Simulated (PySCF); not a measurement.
C₂H₇Al, SMILES [CH3][AlH][CH3].

Coordinates come from a PBE-D3(BJ)/def2-SVP optimisation. The isomer is the one that the SMILES or the coordinates give; other isomers of the formula were not compared.

Method: PySCF with PBE-D3(BJ)/def2-SVP.

Frequencies are harmonic and unscaled.

Computed harmonic wavenumbers and intensities:
```json
[
 {"mode": "1", "ν (cm⁻¹)": "26", "IR (km/mol)": "0.0", "moving atoms (share of kinetic energy)": "H 98 %"},
 {"mode": "2", "ν (cm⁻¹)": "37", "IR (km/mol)": "0.2", "moving atoms (share of kinetic energy)": "H 87 %, Al 9 %"},
 {"mode": "3", "ν (cm⁻¹)": "171", "IR (km/mol)": "2.4", "moving atoms (share of kinetic energy)": "H 37 %, C 36 %, Al 26 %"},
 {"mode": "4", "ν (cm⁻¹)": "367", "IR (km/mol)": "38.3", "moving atoms (share of kinetic energy)": "H 93 %"},
 {"mode": "5", "ν (cm⁻¹)": "490", "IR (km/mol)": "21.1", "moving atoms (share of kinetic energy)": "H 95 %"},
 {"mode": "6", "ν (cm⁻¹)": "510", "IR (km/mol)": "0.0", "moving atoms (share of kinetic energy)": "H 86 %, C 14 %"},
 {"mode": "7", "ν (cm⁻¹)": "548", "IR (km/mol)": "1.6", "moving atoms (share of kinetic energy)": "C 63 %, H 26 %, Al 12 %"},
 {"mode": "8", "ν (cm⁻¹)": "659", "IR (km/mol)": "21.2", "moving atoms (share of kinetic energy)": "C 40 %, Al 34 %, H 26 %"},
 {"mode": "9", "ν (cm⁻¹)": "691", "IR (km/mol)": "145.0", "moving atoms (share of kinetic energy)": "H 69 %, C 19 %, Al 12 %"},
 {"mode": "10", "ν (cm⁻¹)": "721", "IR (km/mol)": "99.2", "moving atoms (share of kinetic energy)": "H 64 %, C 24 %, Al 12 %"},
 {"mode": "11", "ν (cm⁻¹)": "763", "IR (km/mol)": "234.0", "moving atoms (share of kinetic energy)": "H 75 %, Al 14 %, C 11 %"},
 {"mode": "12", "ν (cm⁻¹)": "1162", "IR (km/mol)": "43.4", "moving atoms (share of kinetic energy)": "H 79 %, C 21 %"},
 {"mode": "13", "ν (cm⁻¹)": "1163", "IR (km/mol)": "4.5", "moving atoms (share of kinetic energy)": "H 81 %, C 19 %"},
 {"mode": "14", "ν (cm⁻¹)": "1368", "IR (km/mol)": "1.0", "moving atoms (share of kinetic energy)": "H 95 %"},
 {"mode": "15", "ν (cm⁻¹)": "1373", "IR (km/mol)": "0.0", "moving atoms (share of kinetic energy)": "H 95 %"},
 {"mode": "16", "ν (cm⁻¹)": "1378", "IR (km/mol)": "0.7", "moving atoms (share of kinetic energy)": "H 96 %"},
 {"mode": "17", "ν (cm⁻¹)": "1378", "IR (km/mol)": "2.8", "moving atoms (share of kinetic energy)": "H 95 %"},
 {"mode": "18", "ν (cm⁻¹)": "1842", "IR (km/mol)": "225.8", "moving atoms (share of kinetic energy)": "H 97 %"},
 {"mode": "19", "ν (cm⁻¹)": "2956", "IR (km/mol)": "4.5", "moving atoms (share of kinetic energy)": "H 97 %"},
 {"mode": "20", "ν (cm⁻¹)": "2956", "IR (km/mol)": "0.5", "moving atoms (share of kinetic energy)": "H 97 %"},
 {"mode": "21", "ν (cm⁻¹)": "3039", "IR (km/mol)": "0.0", "moving atoms (share of kinetic energy)": "H 91 %, C 9 %"},
 {"mode": "22", "ν (cm⁻¹)": "3039", "IR (km/mol)": "10.2", "moving atoms (share of kinetic energy)": "H 91 %, C 9 %"},
 {"mode": "23", "ν (cm⁻¹)": "3068", "IR (km/mol)": "0.4", "moving atoms (share of kinetic energy)": "H 91 %, C 9 %"},
 {"mode": "24", "ν (cm⁻¹)": "3068", "IR (km/mol)": "15.2", "moving atoms (share of kinetic energy)": "H 91 %, C 9 %"}
]
```
